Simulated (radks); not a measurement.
All-electron atom: Sn3.5+ in [Kr] 5s2 4d(up 4.25, down 4.25) (fractional occupations, a model configuration).

Method: scalar-relativistic Kohn-Sham, PBE, spin-polarised, spherical densities, finite nucleus; Fermi nuclear charge, rms radius 4.6519 fm; computed with a radial shooting solver on a logarithmic mesh with Libxc functionals.

Energy parts (eV):
| part | energy |
|---|---|
| total | -167981.003 |
| kinetic | 175384.966 |
| electron-nucleus | -404088.255 |
| Hartree | 65162.702 |
| exchange-correlation | -4440.416 |

Orbitals (lengths in bohr, moments of r in powers of bohr; <r^-3> diverges for s and p1/2; r(max) is where P^2 peaks):
orbital  occ.  eigenvalue (eV)   <1/r>      <r>  <r^-3>   r(max)
1s          2        -29060.10   53.08  0.02906       -  0.01878
2s          2        -4427.870   12.11   0.1255       -   0.1061
2p          6        -3979.941   11.65   0.1096    4696  0.08495
3s          2        -892.5822   4.303   0.3393       -   0.3075
3p          6        -746.1900   4.096   0.3376   870.1   0.3009
3d         10        -520.8943   3.866   0.3144   119.7   0.2510
4s          2        -179.4219   1.708   0.8123       -   0.7435
4p          6        -134.7219   1.558   0.8742   160.8   0.7846
4d        8.5         -69.3225   1.273    1.040   15.99   0.8721
5s          2         -44.3913  0.6502    2.004       -    1.817

The highest occupied level is 5s at -44.391 eV. The density falls to 0.001 e/bohr^3 at r = 3.41 bohr.
